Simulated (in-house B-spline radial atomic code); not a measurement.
Successive ionisation energies of silver; each step leads to the configuration of the next row (after the last: [Kr] 4d3). Dirac energy differences include first-order Breit, QED and recoil terms. NIST's values go from ground level to ground level; the uncertainty of those that are theory runs from under 0.1 % in few-electron ions to several per cent in heavy many-electron ones. Computed with a radial B-spline atomic code at the basis-set limit: Dirac-Hartree-Fock, average of the configuration, finite nuclei.

| ion | configuration | ionisation energy (eV) | tabulated value (eV) | tabulated kind | computed minus tabulated (eV) | highest orbital | largest mean radius (bohr) |
| --- | --- | --- | --- | --- | --- | --- | --- |
| Ag | [Kr] 4d10 5s1 | 6.33 | 7.576234 | measured | -1.24 | 5s1/2 | 3.4512 |
| Ag+ | [Kr] 4d10 | 19.90 | 21.4844 | measured | -1.59 | 4d5/2 | 1.3761 |
| Ag2+ | [Kr] 4d9 | ? | ? | semi-empirical | ? | ? | ? |
| Ag3+ | [Kr] 4d8 | 50.02 | 49 | tabulated theory | 1.02 | 4d5/2 | 1.2476 |
| Ag4+ | [Kr] 4d7 | 66.89 | 65 | tabulated theory | 1.89 | 4d5/2 | 1.2005 |
| Ag5+ | [Kr] 4d6 | ? | ? | tabulated theory | ? | ? | ? |
| Ag6+ | [Kr] 4d5 | 103.63 | 106 | tabulated theory | -2.37 | 4d5/2 | 1.1242 |
| Ag7+ | [Kr] 4d4 | 123.35 | 125 | tabulated theory | -1.65 | 4d5/2 | 1.0922 |

(1) Fill in the row of Ag2+.

(2) Fill in the row of Ag5+.

(3) Where is the largest jump?

Where a p, d or f electron is removed, the computed value is a mean over both j, so it misses the tabulated one by a part of the spin-orbit splitting; averaging over terms and missing correlation add to the gap, relatively most at low charge.

Answers

(1) ionisation energy (eV): 34.30; tabulated value (eV): 34.8; computed minus tabulated (eV): -0.50; highest orbital: 4d5/2; largest mean radius (bohr): 1.3042.

(2) ionisation energy (eV): 84.79; tabulated value (eV): 82; computed minus tabulated (eV): 2.79; highest orbital: 4d5/2; largest mean radius (bohr): 1.1599.

(3) From Ag to Ag+, by a factor of 3.14 (6.3317 to 19.895 eV); the highest orbital goes from 5s1/2 to 4d5/2.
